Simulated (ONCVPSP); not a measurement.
**Potentials for Ne (Z = 10) compared**

Generated with ld1.x 7.5 (TM, RRKJ, ultrasoft, PAW), atompaw 4.2 or ONCVPSP 4.0.1. The cutoff is in Ry: for ld1.x and atompaw files where the sum of valence levels is converged to 10 mRy in a Bessel basis, for ONCV files where the hardest occupied wave has 1 mHa per electron of residual kinetic energy. The error is the largest all-electron minus pseudo excitation energy over each file’s own four to seven test configurations (ionisations up to +4, promotions, holes and added fractions of an electron), all of which were solved. The labels leave out finer settings (local radius, basis sizes, second energies), which also bear on the numbers. Spin-polarised tests are not counted. The rows are a selection from randomly drawn settings: files with unsolved tests, undetermined cutoffs or missed reference levels are left out.

| potential | cutoff (Ry) | largest error (meV) | bound ghosts |
| --- | --- | --- | --- |
| ONCV, PBEsol, scalar-relativistic, rc 0.70/1.15/0.90 (spd), local smoothed, core correction yes, reference 2s2 2p6, qcut 9.3/15/12.2, projectors 2/2/1 | 369 | +362 | none |
| ONCV, PBEsol, scalar-relativistic, rc 0.55/1.35 (sp), local smoothed, core correction yes, reference 2s2 2p6, qcut 13.3/10.3, projectors 2/2 | 146 | +2275 | none |
| ONCV, PBE, scalar-relativistic, rc 0.70/1.30/1.10 (spd), local smoothed, core correction no, reference 2s2 2p5, qcut 11.7/10.7/7.4, projectors 1/2/3 | 133 | +550 | none |
| ONCV, PW91, scalar-relativistic, rc 0.65/1.60 (sp), local smoothed, core correction yes, reference 2s2 2p6, qcut 9.9/9.8, projectors 1/2 | 443 | +2210 | none |
| ONCV, PBE, scalar-relativistic, rc 0.65/1.00/0.95 (spd), local s, core correction yes, reference 2s2 2p3, qcut 10/11.8/9.2, projectors 0/1/1 | 333 | +297 | none |
| ONCV, PBE, non-relativistic, rc 0.55/0.95 (sp), local smoothed, core correction yes, reference 2s2 2p6, qcut 14.5/12.2, projectors 1/2 | 154 | +286 | none |

Problem. Fill in the row for Ne: ONCV, LDA (Perdew-Wang 92), scalar-relativistic, rc 0.50/1.00/0.85 (spd), local smoothed, core correction yes, reference 2s2 2p5, qcut 10.5/16.5/13.2, projectors 2/3/2.

Solution. cutoff 232 Ry, largest error +389 meV, bound ghosts: none.

Problem. Fill in the row for Ne: ONCV, PBE, scalar-relativistic, rc 0.65/1.00/0.85 (spd), local smoothed, core correction no, reference 2s2 2p5.5, qcut 10.8/16/11.2, projectors 2/2/2.

Solution. cutoff 225 Ry, largest error +186 meV, bound ghosts: none.

Problem. Fill in the row for Ne: ONCV, PBE, fully relativistic, rc 0.65/1.50 (sp), local smoothed, core correction yes, reference 2s2 2p4, qcut 11/9.9, projectors 2/2.

Solution. cutoff 136 Ry, largest error +2131 meV, bound ghosts: none.
